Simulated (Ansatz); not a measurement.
## Cost against result

Saddle point of TiAlH₃F₄, closed shell (TiAlH₃F₄ ([F][Ti]1([F])([F])[H][AlH2][F]1) → TiAlH₃F₄ ([F][Ti]12([F])([F])[H][AlH]([H]1)[F]2); bonds formed: H2–Ti5; bonds weakened to dative contacts: Ti5–F6), PBE0-D4/def2-TZVP structure:

```
9
angstrom
Al -0.8190 -0.8787 -1.0085
H 0.6986 -0.6961 -1.5066
H -2.0756 -1.5332 -1.6737
H -0.9283 0.7318 -0.4503
Ti 0.5522 0.6048 0.7363
F -0.4196 -1.2076 0.6936
F 1.1029 2.0387 -0.0796
F -0.1542 1.1723 2.2110
F 2.0430 -0.2322 1.0778
```

Barriers are electronic and count from the start structure reached by relaxing down the imaginary mode.

Program: Ansatz 0.2.0. Basis: as named in each row. Cores are frozen in the correlated methods. B3LYP uses VWN-RPA correlation. Extrapolation: Hartree–Fock as exp(−7.88 √X), correlation as X^−2.97.

Times are rough, for one single point on 8 threads of a shared host (Intel Xeon).

The estimate by CCSD(T) at an estimated basis limit (MP2 extrapolated from triple and quadruple zeta, plus CCSD(T) − MP2 in triple zeta) is 0.250 eV.

| method | basis | time (s) | barrier (eV) | method less estimate |
| --- | --- | --- | --- | --- |
| HF | STO-3G | under 1 | 0.591 | 0.341 |
| PBE-D4 | STO-3G | under 1 | 0.387 | 0.137 |
| SPW92 | def2-SVP | 1 | 0.198 | -0.052 |
| PBE-D4 | def2-SVP | 2 | 0.256 | 0.006 |
| B3LYP-D4 | 6-31G | 2 | 0.418 | 0.168 |
| PBE0-D4 | def2-SVP | 2 | 0.264 | 0.014 |
| SPW92 | def2-TZVPP | 3 | 0.157 | -0.093 |
| BLYP-D4 | def2-TZVPP | 5 | 0.274 | 0.024 |
| B3LYP-D4 | def2-TZVPP | 6 | 0.280 | 0.030 |
| PBE-D4 | def2-TZVPP | 6 | 0.215 | -0.035 |
| PBE0-D4 | def2-TZVPP | 6 | 0.229 | -0.020 |
| BHLYP-D4 | def2-TZVPP | 6 | 0.295 | 0.045 |
| r2SCAN-D4 | def2-TZVPP | 7 | 0.211 | -0.039 |
| CAM-B3LYP-D4 | def2-TZVPP | 7 | 0.279 | 0.030 |
| r2SCAN0-D4 | def2-TZVPP | 8 | 0.225 | -0.025 |
| wB97M-V | def2-SVP | 8 | 0.274 | 0.025 |
| B2PLYP | def2-TZVPP | 11 | 0.266 | 0.016 |
| PBE-QIDH | def2-TZVPP | 11 | 0.228 | -0.022 |
| B97M-V | def2-TZVPP | 12 | 0.231 | -0.019 |
| wB97X-V | def2-TZVPP | 12 | 0.248 | -0.002 |
| wB97M-V | def2-TZVPP | 13 | 0.234 | -0.016 |
| CCSD(T) | def2-SVP | 15 | 0.267 | 0.017 |
| RPA on PBE | def2-TZVPP | 18 | 0.232 | -0.018 |
| MP2 | def2-QZVPP | 29 | 0.244 | -0.006 |
| CCSD(T) | def2-TZVPP | 320 | 0.237 | -0.013 |

All methods are single points on the PBE0-D4 structures.

No T1 diagnostic of these runs exceeds 0.024.

Ligand swaps between two centres remove the fluorinated layer in thermal atomic layer etching, and scramble precursors in the gas phase.

Labels in which every atom is bracketed show which atoms are joined, not bond orders.
